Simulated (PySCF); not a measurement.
## Li: excitation energy

Li [He] 2s1 (2S) → Li [He] 2p1 (2P), as a difference of total energies. Calculation: PySCF 2.14, in dyall-av3z; the non-relativistic Hamiltonian (point nucleus). The calculations carry no spin-orbit coupling.

Order these methods by the excitation energy they give, lowest first.
A. LC-wPBE
B. M06
C. PBE0
D. B3LYP

B (1.515 eV), D (1.608 eV), C (1.648 eV), A (1.835 eV).

For comparison: 1.848 eV (measured; NIST levels, between the centres of gravity of the two terms).
